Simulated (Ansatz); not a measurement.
The cluster Hf3O4⁺ was relaxed with r2SCAN-D4 (def2-SVP) in Ansatz in these states: charge +1 doublet, charge +1 quartet. The geometries follow in no particular order.

In the def2 sets Hf takes a core potential; there is no spin–orbit coupling.

A:

Cartesian coordinates in Å:
```
Hf -1.091 -1.377 1.430
Hf 0.518 -0.496 -1.504
Hf 0.346 1.587 0.371
O -0.651 0.482 1.695
O -0.399 -1.808 -0.318
O 1.780 0.436 -0.322
O -0.502 1.175 -1.352
```

B:

```xyz
7

Hf   -0.462   -1.864    0.179
Hf   -0.653    0.853   -1.124
Hf    1.023    0.639    0.980
O     0.848   -1.249    1.516
O    -1.397   -0.963   -1.304
O     1.311    0.968   -0.946
O    -0.671    1.616    0.698
```

Question: Judge from the bond lengths which geometry belongs to which state (an estimate).

Answer: A is the charge +1 quartet (Hf1–Hf2 3.461 Å, Hf1–Hf3 3.460 Å, Hf2–Hf3 2.807 Å); B is the charge +1 doublet (Hf1–Hf2 3.018 Å, Hf1–Hf3 3.018 Å, Hf2–Hf3 2.698 Å).

At r2SCAN-D4/def2-SVP the gap within one spin of the charge 1 quartet nearly closes, so an electron or hole may be smeared out by delocalisation error. At PBE0-D4/def2-TZVP a doublet lies 0.92 eV below the charge +1 quartet. These are the stationary points nearest to one start from a short search; other shapes may lie lower in each state.
